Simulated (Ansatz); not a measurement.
Consider the ligand exchange at a Zr–F bond: `[F][Zr]([Cl])([Cl])[Cl]` + HCl → zirconium tetrachloride + H–F.

Isolated molecules relaxed with PBE0-D4/def2-TZVP in Ansatz; ΔE leaves out vibrations. CCSD(T)/CBS is the MP2 limit (def2-TZVPP, def2-QZVPP) plus CCSD(T) − MP2 in def2-TZVPP, frozen cores. This one scheme is used for every species. Functionals use def2-TZVPP. B3LYP here is the variant with VWN-RPA as its local correlation; programs differ in this. HSE06 is defined as in plane-wave codes. Elements past krypton have def2 core potentials. For Zr outer-core shells are correlated without core-valence functions, which leaves a few kJ/mol of doubt a bond.

```
         level  ΔE (eV)
        B97M-V     0.23
      HSE06-D4     0.14
      BHLYP-D4     0.16
          BLYP     0.33
        r2SCAN     0.23
         B3LYP     0.27
MP2/def2-QZVPP     0.04
CCSD/CBS(def2)     0.14
```

(1) What does CCSD(T)/CBS give? (An estimate is asked.)

Largest T1 diagnostic among the species: 0.016.

Results:

(1) Computed: +0.11 eV. The listed levels differ from it by 0.12, 0.03, 0.05, 0.22, 0.12, 0.16, -0.07, 0.03 eV.

In def2-TZVPP, CCSD(T) changes the Hartree–Fock value by −0.07 eV (the triples alone add −0.03 eV) and MP2 by −0.16 eV. From r2SCAN to r2SCAN0 (25 % exact exchange), in def2-TZVPP and without D4, ΔE moves by −0.06 eV. Leaving LDA and LC-ωPBE aside and taking each functional with its dispersion term where it has one, the values, not all of them listed here, spread over 0.17 eV, from PBE-QIDH to CAM-B3LYP-D4. LDA lies −0.05 eV from PBE without D4.
